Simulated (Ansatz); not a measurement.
Harmonic frequencies (cm⁻¹) at PBE0-D4/def2-TZVP from Ansatz: 188, 299, 328, 641, 705, 745.

Each molecule was computed in one conformer, which needn't be the lowest.

(1) Which molecule is it?
A. `FSSF`
B. `FS(F)=S`
C. `F[Se]`•
D. `[C-]#[NH+]`

Answers

(1) A.
